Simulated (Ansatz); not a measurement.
Geometry optimisation, Ansatz 0.2.0, RKS PBE-D4/def2-SVP.

input.yaml

```yaml
crystal:
  periodic: [false, false, false]
  atoms:
    - { symbol: Al, position_ang: [0.0, 0.0, 0.0] }
    - { symbol: H, position_ang: [0.0, 0.0, 1.91] }
    - { symbol: Cl, position_ang: [1.9312, 0.0, -1.115] }
    - { symbol: Cl, position_ang: [-1.9312, 0.0, -1.115] }
    - { symbol: Br, position_ang: [0.1133, -2.5693, 0.8545] }
    - { symbol: H, position_ang: [0.0424, -0.9624, 2.0002] }
basis:
  gaussian: { orbitals: def2-SVP }
hamiltonian:
  xc: pbe
  dispersion: d4
relax:
  f_tol: 0.15
  max_steps: 25
  restrain:
    - { distance: [0, 4], at: 2.41, k: 30.0 }
    - { distance: [5, 1], at: 0.66, k: 30.0 }
    - { distance: [0, 1], at: 2.76, k: 30.0 }
    - { distance: [5, 4], at: 2.75, k: 30.0 }
```

Launched with:

```bash
$ ansatz run input.yaml --threads 2 --pin off --max-ram 3072MiB --backend cpu --events-out ev --progress --plain --runs-dir out
```

Question: Where does it end, and by what steps?

Answer: It converged. The restraints hold the end off the free minimum. After 7 steps the energy has fallen by 1.792 eV (the restraints' own energy left out); Al1 moved furthest, 0.81 Å. Joined: H2–H6 (0.97 → 0.73 Å).

```tsv
step	energy less start (eV)	largest force component (eV/Å)	accepted
0	0.0000	2.500	yes
1	-0.3813	3.338	yes
2	-0.8746	3.515	yes
3	-1.3951	3.398	yes
4	-1.7035	2.572	yes
5	-1.5426	3.062	no
6	-1.7766	2.092	yes
7	-1.7919	1.881	yes
```

```xyz
6
Properties=species:S:1:pos:R:3
Al 0.030 -0.701 -0.410
H 0.011 0.164 2.207
Cl 1.825 0.237 -0.941
Cl -1.805 0.170 -0.918
Br 0.076 -2.861 0.554
H 0.019 -0.542 2.042
```

Time of the run: 12 s on 2 threads of Arm Neoverse V2, on a shared host, peak memory 0.14 GiB.
